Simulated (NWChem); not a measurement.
System: CH₅Al; SMILES [CH3][AlH2]

```xyz
7

Al     0.0015     0.7167    -0.0033
H     -1.3794     1.5130     0.0103
H      1.3627     1.5458     0.0108
C      0.0044    -1.2394    -0.0040
H     -0.2448    -1.6145     1.0054
H      0.9783    -1.6732    -0.2793
H     -0.7630    -1.6515    -0.6804
```
Atoms are numbered in this order, from 1.

Results from NWChem. Pople sets run with spherical d functions. The geometry was optimised at PBE0/def2-SVP. Ions are spin-unrestricted doublets at the neutral geometry; other ion states weren't tried.

For level BHandHLYP/6-31G*:

* **−ε(HOMO) (eV)**: 9.14

Question: What are these values for level PBE/6-31G*?

Answer: 
- −ε(HOMO) (eV): 6.65
